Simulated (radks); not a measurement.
All-electron atom: Te8+ in [Kr] 4d8. Method: scalar-relativistic Kohn-Sham, r2SCAN, spin-polarised, spherical densities, finite nucleus; open shells are filled with parallel spins first (spin-orbit coupling, left out, can overturn this in heavy ions); meta-GGA in the generalised Kohn-Sham scheme; Fermi nuclear charge, rms radius 4.7423 fm; computed with a radial shooting solver on a logarithmic mesh with Libxc functionals.

Local quantities along the radius. ELF = 1/(1 + alpha^2) is the electron localisation function; alpha = (tau - tau_W)/tau_unif compares the Pauli kinetic energy density with that of the uniform gas (summed over spins). tau is taken from the large components.

```
   r/bohr * ELF (the largest magnitude, 0.999, reaches the edge; | marks zero)
 0.001106 |                                                      *
 0.001267 |                                                      *
 0.001452 |                                                      *
 0.001663 |                                                      *
 0.001905 |                                                      *
 0.002183 |                                                      *
 0.002501 |                                                      *
 0.002865 |                                                      *
 0.003283 |                                                      *
 0.003761 |                                                      *
 0.004309 |                                                      *
 0.004936 |                                                      *
 0.005656 |                                                      *
 0.006479 |                                                      *
 0.007423 |                                                      *
 0.008505 |                                                      *
 0.009744 |                                                      *
  0.01116 |                                                      *
  0.01279 |                                                     *
  0.01465 |                                                     *
  0.01679 |                                                    *
  0.01923 |                                                  *
  0.02204 |                                              *
  0.02525 |                                       *
  0.02892 |                               *
  0.03314 |                      *
  0.03796 |                 *
  0.04349 |                 *
  0.04983 |                    *
  0.05709 |                          *
  0.06541 |                                 *
  0.07494 |                                       *
  0.08585 |                                         *
  0.09836 |                                       *
   0.1127 |                                  *
   0.1291 |                         *
   0.1479 |                  *
   0.1695 |                 *
   0.1942 |                       *
   0.2224 |                                 *
   0.2548 |                                       *
    0.292 |                                         *
   0.3345 |                                       *
   0.3832 |                            *
   0.4391 |              *
    0.503 |         *
   0.5763 |                  *
   0.6603 |                                  *
   0.7564 |                                         *
   0.8667 |                                          *
   0.9929 |                                       *
    1.138 |                                 *
    1.303 |                      *
    1.493 |          *
    1.711 |   *
     1.96 |*
    2.245 *
    2.572 *
    2.947 *
    3.377 *
```

On this mesh the ELF has minima near r = 0.043, 0.17, 0.50 bohr, which separate the shells, and maxima near 0.086 (0.75), 0.29 (0.77), 0.87 (0.79).

Self-consistent cycle (total energy in hartree, residual of the potential): 1: -6748.348383, 2e+01; 2: -6767.728398, 1e+01; 3: -6777.027753, 7e-01; 4: -6777.090639, 3e-01; 5: -6777.110544, 1e-02; 6: -6777.110857, 6e-03; 7: -6777.111024, 7e-04; 8: -6777.111026, 2e-05; 9: -6777.111025, 8e-06; 10: -6777.111025, 7e-06; 11: -6777.111025, 1e-06.
